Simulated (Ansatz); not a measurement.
# Relaxing a trial structure of CuFH4Si2

The starting geometry of this gas-phase singlet was optimised with GFN2-xTB.

```yaml
atoms:
  - { symbol: Cu, position_ang: [-0.6971, 0.2772, -1.6145] }
  - { symbol: F, position_ang: [0.8386, 0.7194, 1.3269] }
  - { symbol: Si, position_ang: [1.2429, 0.5908, -0.2801] }
  - { symbol: Si, position_ang: [-2.6762, -0.1073, -2.6710] }
  - { symbol: H, position_ang: [2.0961, 1.8106, -0.3497] }
  - { symbol: H, position_ang: [2.2967, -0.4489, -0.1191] }
  - { symbol: H, position_ang: [-3.0742, -0.8811, -3.8820] }
  - { symbol: H, position_ang: [-4.0772, 0.2772, -2.3384] }
```

**Question.** Predict what becomes of its bonds when it is optimised with PBE0-D3(BJ)/def2-SVP.

**Answer.** It rearranges to `F[SiH2][SiH2][Cu]`. Contacts that open: Cu1–Si3 (2.38 → 3.62 Å). Contacts that close: Si3–Si4 (4.64 → 2.33 Å).

The energy falls by 1.69 eV over 41 steps:

```tsv
step	E − E(last) (eV)
1	1.687
5	1.441
10	1.297
14	1.243
19	0.830
23	0.368
28	0.096
32	0.036
37	0.001
41	0.000
```

Final geometry (Å):

```
atom    x (Å)    y (Å)    z (Å)
  Cu  -1.6125   2.4653  -2.3811
   F   0.0961   1.2223   0.6773
  Si   0.3212   0.0753  -0.4724
  Si  -1.3766   0.2705  -2.0630
   H   1.6495   0.3458  -1.1070
   H   0.4007  -1.2346   0.2455
   H  -0.9171  -0.4924  -3.2731
   H  -2.6116  -0.4144  -1.5542
```

Frequencies at the end are all real (lowest 33 cm⁻¹). Run with Ansatz 0.2.0, 6 min on 1 thread of AMD EPYC (Zen 3) (shared host).
